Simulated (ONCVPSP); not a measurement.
Configuration tests for Be (ONCV)

```
Element                 : Be (Z = 4)
Generator               : ONCVPSP 4.0.1
Type                    : optimised norm-conserving Vanderbilt (ONCV)
Functional              : PBEsol
Relativity              : scalar-relativistic
Frozen core             : [He]
Valence charge          : 2
Reference configuration : 2s1.5 2p0.5
Partial waves           : 2s: rc 1.50 bohr, ncon 3, nbas 7, qcut 4.9 1/bohr, local; 2p: rc 3.45 bohr, ncon 3, nbas 7, qcut 3.3 1/bohr, 2 projectors, debl 2.1 Ha; d scattering state at 0.09 Ha: rc 2.90 bohr, ncon 4, nbas 7, qcut 3.7 1/bohr, 2 projectors, debl 2.9 Ha
Local potential         : the s channel
Core correction         : none
```

Energies are relative to the spin-unpolarised reference configuration 2s1.5 2p0.5; without spin polarisation the order of configurations can differ from experiment.

| valence configuration | charge | ΔE all-electron (eV) | error AE − PS (meV) |
| --- | --- | --- | --- |
| 2s1 2p0 | +1 | 7.665 | +32 |
| 2s0 2p2 | 0 | 5.419 | -36 |

What are ΔE and the potential's error for 2s1.5 2p0?

ΔE = 1.929 eV all-electron; the error (AE − PS) is +9.0 meV.

What are ΔE and the potential's error for 2s2 2p0?

ΔE = -1.793 eV all-electron; the error (AE − PS) is -3.5 meV.
